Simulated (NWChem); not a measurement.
Species: C$_{4}$H$_{5}$Si, doublet; SMILES [C]1=C[SiH2]C=C1

```xyz
10

C      0.9891     1.1051     0.0000
C      1.4181    -0.1527     0.0000
Si    -0.2012    -1.1235     0.0000
C     -1.2736     0.4216     0.0000
C     -0.4273     1.4760     0.0000
H      2.4583    -0.4856     0.0000
H     -0.3904    -1.9748     1.2150
H     -0.3904    -1.9748    -1.2150
H     -2.3604     0.5381     0.0000
H     -0.7378     2.5261     0.0000
```
Atoms are numbered in this order, from 1.

Program: NWChem. Spin-unrestricted. In the optimisation the excess spin sits in a' (Cs, its own frame). The geometry was optimised at PBE0/def2-SVP, spin-unrestricted. No stability test was run on the SCF state. Level B3LYP/def2-SVPD: single points from the atomic guess with DIIS by default; each run changes one setting, and all converged runs end within 0.3 mHa of each other. cgmin counts macro-iterations, each dearer than a DIIS step.

```csv
setting,SCF iterations
defaults,12
occupation smearing of 0.005 Ha,12
quadratically convergent solver (cgmin),6
DIIS on 3 Fock matrices,14
level shift of 0.5 Ha throughout,17
DIIS on 20 Fock matrices,11
```
